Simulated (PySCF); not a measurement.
## Orbital picture of SeO⁺

M06-2X at R = 1.599 Å; PySCF, no relativity, basis sets Se pcseg-1, O pcseg-1. State: ²Π (doublet), unpaired electrons π ↑. Only the outer orbitals are listed, counted within each symmetry.

```json
{"spin": "α", "orbital": "8σ", "occ.": "1", "ε (eV)": "-41.00", "on Se (%)": "20", "main shells (%)": "74 O s, 13 Se s"}
{"spin": "α", "orbital": "9σ", "occ.": "1", "ε (eV)": "-29.20", "on Se (%)": "74", "main shells (%)": "71 Se s, 17 O s, 9 O p"}
{"spin": "α", "orbital": "4π", "occ.": "1", "ε (eV)": "-22.65", "on Se (%)": "29", "main shells (%)": "71 O p, 27 Se p"}
{"spin": "α", "orbital": "10σ", "occ.": "1", "ε (eV)": "-22.21", "on Se (%)": "40", "main shells (%)": "54 O p, 30 Se p, 10 Se s"}
{"spin": "α", "orbital": "4π", "occ.": "1", "ε (eV)": "-21.49", "on Se (%)": "33", "main shells (%)": "67 O p, 30 Se p"}
{"spin": "α", "orbital": "5π", "occ.": "1", "ε (eV)": "-17.19", "on Se (%)": "75", "main shells (%)": "74 Se p, 25 O p"}
{"spin": "α", "orbital": "5π", "occ.": "0", "ε (eV)": "-12.11", "on Se (%)": "73", "main shells (%)": "70 Se p, 27 O p"}
{"spin": "α", "orbital": "11σ", "occ.": "0", "ε (eV)": "-6.78", "on Se (%)": "89", "main shells (%)": "66 Se p, 16 Se d, 15 O p"}
{"spin": "α", "orbital": "12σ", "occ.": "0", "ε (eV)": "1.03", "on Se (%)": "102", "main shells (%)": "104 Se s"}
{"spin": "β", "orbital": "8σ", "occ.": "1", "ε (eV)": "-40.16", "on Se (%)": "21", "main shells (%)": "73 O s, 14 Se s"}
{"spin": "β", "orbital": "9σ", "occ.": "1", "ε (eV)": "-28.06", "on Se (%)": "71", "main shells (%)": "69 Se s, 18 O s, 10 O p"}
{"spin": "β", "orbital": "10σ", "occ.": "1", "ε (eV)": "-21.70", "on Se (%)": "42", "main shells (%)": "52 O p, 30 Se p, 12 Se s"}
{"spin": "β", "orbital": "4π", "occ.": "1", "ε (eV)": "-20.94", "on Se (%)": "41", "main shells (%)": "59 O p, 38 Se p"}
{"spin": "β", "orbital": "4π", "occ.": "1", "ε (eV)": "-20.36", "on Se (%)": "34", "main shells (%)": "66 O p, 30 Se p"}
{"spin": "β", "orbital": "5π", "occ.": "0", "ε (eV)": "-11.82", "on Se (%)": "65", "main shells (%)": "62 Se p, 35 O p"}
{"spin": "β", "orbital": "5π", "occ.": "0", "ε (eV)": "-10.90", "on Se (%)": "72", "main shells (%)": "70 Se p, 28 O p"}
{"spin": "β", "orbital": "11σ", "occ.": "0", "ε (eV)": "-6.55", "on Se (%)": "89", "main shells (%)": "67 Se p, 15 Se d, 15 O p"}
```

Question: Which are the highest filled and the lowest empty level, where do they sit, and how wide is the gap?

Answer: Highest filled α 5π at -17.19 eV (in %: 74 Se p, 25 O p); lowest empty α 5π at -12.11 eV (in %: 70 Se p, 27 O p); the gap at M06-2X is 5.08 eV. Both belong to one degenerate shell, split only by its one-sided filling, so this is no excitation gap.

```
bond order (Mayer)                                                                                                : 2.28
⟨S²⟩                                                                                                              : 0.763
charge on Se (Mulliken, basis-dependent)                                                                          : 1.20
charge on Se (Löwdin, basis-dependent)                                                                            : 1.09
dipole moment (positive dipole points towards O; it is taken about the centre of mass and depends on that origin) : -2.25 D
```

Shares are Mulliken populations and can fall outside 0 to 100 %.

Spin–orbit coupling is left out. The state was picked by a PBE0 search and need not be the measured ground state.
